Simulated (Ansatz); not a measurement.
Geometry optimisation, RKS BLYP-D4/def2-SVP in Ansatz 0.2.0.

Input file:

```yaml
crystal:
  periodic: [false, false, false]
  atoms:
    - { symbol: Ga, position_ang: [0.11007, 0.0, 0.282756] }
    - { symbol: H, position_ang: [0.498009, 0.0, 1.783724] }
    - { symbol: Cl, position_ang: [2.277019, 0.0, -0.141469] }
    - { symbol: Cl, position_ang: [-1.507598, 0.0, -1.129811] }
basis:
  gaussian: { orbitals: def2-SVP }
hamiltonian:
  xc: blyp
  dispersion: d4
relax:
  f_tol: 0.03
  max_steps: 50
```

Launched with:

```bash
$ ansatz run input.yaml --threads 1 --pin off --max-ram 2048MiB --backend cpu --events-out ev --progress --plain --runs-dir out
```

Problem. Where does it end, and by what steps?

Solution. It converged. After 4 steps the energy has fallen by 0.549 eV; H2 moved furthest, 0.43 Å.

| step | energy less start (eV) | largest force component (eV/Å) | accepted |
| --- | --- | --- | --- |
| 0 | 0.0000 | 1.106 | yes |
| 1 | -0.3619 | 0.924 | yes |
| 2 | -0.5259 | 0.545 | yes |
| 3 | -0.5430 | 0.485 | yes |
| 4 | -0.5490 | 0.022 | yes |

```xyz
4
Properties=species:S:1:pos:R:3
Ga 0.317 0.000 0.385
H 0.091 0.000 1.929
Cl 2.300 0.000 -0.493
Cl -1.330 0.000 -1.027
```

Run time: 9.3 s on 1 thread of Arm Neoverse V2, with other jobs on the host, peak memory 0.12 GiB.
